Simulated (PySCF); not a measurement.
An unknown is described by computed data only.

Elements present: C, F and H. Monoisotopic mass: 178.0969 u.

* Triplet: lowest triplet excitation (Tamm–Dancoff): 8.58 eV [TDA wB97X-D/def2-SVPD]
* Polarisability: 99.7 au [wB97X-D/def2-SVPD]
* 13C NMR: chemical shifts (computed TMS as zero) by class: 133.6 (1 C), 41.2 (1 C), 32.9 (1 C), 30.1 (1 C), 27.6 (1 C), 26.6 (1 C), 24.0 (1 C), 22.9 (1 C), 19.4 (1 C) ppm [GIAO PBE0/pcSseg-1]
* 1H NMR: chemical shifts (computed TMS as zero) by class: 2.42 (1 H), 2.11 (1 H), 2.04 (1 H), 1.85 (1 H), 1.57 (1 H), 1.49 (1 H), 1.40 (1 H), 1.38 (1 H), 1.38 (1 H), 1.37 (1 H), 1.35 (1 H), 1.32 (1 H), 1.24 (1 H) ppm [GIAO PBE0/pcSseg-1]
* UV, strongest line: among the 10 lowest singlet transitions: S9 at 9.39 eV (132 nm, f = 0.048) [TDDFT wB97X-D/def2-SVPD]
* Rotational structure: rotational constants A, B, C: 1.374, 0.855, 0.733 GHz [PBE0-D3(BJ)/def2-SVP]
* Couplings: largest of the computed one-bond spin–spin couplings (means over like bonds): 19F–13C -341.2 (×3), 13C–1H +147.6, 13C–1H +146.7, 13C–1H +140.6, 13C–1H +139.8, 13C–1H +137.7, 13C–1H +135.6, 13C–1H +135.2 Hz [B3LYP/pcJ-1, spin–dipole term left out for some pairs]
* Dipole: 2.51 D [wB97X-D/def2-SVPD]
* NMR, other nuclei: isotropic shieldings of nuclei other than C and H, by class: 268 (3 F) ppm [GIAO PBE0/pcSseg-1]
* UV, first state: lowest singlet excitation: 8.70 eV (142 nm, f = 0.010) [TDDFT wB97X-D/def2-SVPD]

Gas-phase values; electronic properties from PySCF, density fitting. Levels stand in brackets. NMR shifts are as computed; neighbouring signals can stand in another order in a measured spectrum. Geometry: PBE0-D3(BJ)/def2-SVP, one conformer, isolated molecule. Each NMR value is the plain mean over a class of atoms that symmetry, rotation or inversion makes alike.

Task: Which formula fits the mass and the elements?

Result: C9H13F3 (calculated 178.0969). No other formula that holds each of these elements comes within 0.0003 u with a fitting electron parity and a possible valence count.

Task: Give a SMILES that accounts for the data.

Result: Numbering: `[F:1][C:2]([F:3])([F:4])[C@@:5]12[CH2:6][CH2:7][CH2:8][CH2:9][C@@H:10]1[CH2:11][CH2:12]2`. Its formula, C9H13F3, gives 2 degrees of unsaturation: 2 rings and 0 π bonds in the structure found. 9 carbons fall into 9 classes; from least to most shielded: CF3 carbon [C2] (133.6 ppm), sp3 carbon at a ring junction [C5] (41.2 ppm), sp3 carbon at a ring junction [C10] (32.9 ppm), ring CH2 carbon [C6] (30.1 ppm), four-membered-ring carbon [C12] (27.6 ppm), ring CH2 carbon [C9] (26.6 ppm), ring CH2 carbon [C7] (24.0 ppm), ring CH2 carbon [C8] (22.9 ppm), four-membered-ring carbon [C11] (19.4 ppm). Hydrogen classes from least to most shielded: 1 H on an sp3 carbon at a ring junction, C10 (2.42 ppm), 1 H on a ring CH2 carbon, C6 (2.11 ppm), 1 H on a four-membered-ring carbon, C12 (2.04 ppm), 1 H on a four-membered-ring carbon, C11 (1.85 ppm), 1 H on a four-membered-ring carbon, C11 (1.57 ppm), 1 H on a ring CH2 carbon, C8 (1.49 ppm), 1 H on a ring CH2 carbon, C9 (1.40 ppm), 1 H on a ring CH2 carbon, C7 (1.38 ppm), 1 H on a ring CH2 carbon, C7 (1.38 ppm), 1 H on a ring CH2 carbon, C9 (1.37 ppm), 1 H on a ring CH2 carbon, C6 (1.35 ppm), 1 H on a ring CH2 carbon, C8 (1.32 ppm); 1 more class is left out. The other shieldings belong to: 268 ppm, fluorine of a CF3 group [F1/F3/F4]. The couplings run between: -341.2 Hz, fluorine of a CF3 group [F1] and CF3 carbon [C2] (with 2 like pairs); +147.6 Hz, four-membered-ring carbon [C12] and its hydrogen; +146.7 Hz, four-membered-ring carbon [C11] and its hydrogen; +140.6 Hz, four-membered-ring carbon [C12] and its hydrogen; +139.8 Hz, sp3 carbon at a ring junction [C10] and its hydrogen; +137.7 Hz, four-membered-ring carbon [C11] and its hydrogen; +135.6 Hz, ring CH2 carbon [C6] and its hydrogen; +135.2 Hz, ring CH2 carbon [C8] and its hydrogen. The optimised geometry has point group C1 and is an asymmetric top. Structure: `C1CC[C@@]2(C(F)(F)F)CC[C@H]2C1`. Computed isomers that give other values at the same levels: `FC(F)[C@@]12CCC[C@@H]1[C@@H](F)CC2` (rotational constant A: 1.178 GHz; this holds for the one conformer computed). The assignments are read from this structure; whether some other isomer fits the data as well wasn't checked. The mirror image fits equally.

One-bond C–F couplings are unscaled; at this level they come out some 30 % too large in size.
